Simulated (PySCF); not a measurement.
**W: excitation energy**

W [Xe] 4f14 5d4 6s2 (5D) → W [Xe] 4f14 5d5 6s1, s spin flipped, as a difference of total energies. Calculation: PySCF 2.14, in x2c-TZVPPall with one added diffuse shell each of s, p, d, f type (12s8p8d4f1g, 113 functions); scalar relativity by spin-free X2C-1e. Correlated levels: valence: [Xe] 4f14 frozen. The calculations carry no spin-orbit coupling.

```tsv
method	excitation energy (eV)
UHF	1.078
MP2 (valence)	1.223
SCS-MP2 (valence)	1.369
```

How much does correlation contribute at MP2 (valence)?

1.223 − (1.078) = 0.145 eV, measured against UHF.

The upper determinant mixes two multiplicities, so it lies between the two terms.

The coupled-cluster amplitudes are large for the upper state (T1 above 0.03 or a double amplitude above 0.15), so a single reference is strained.
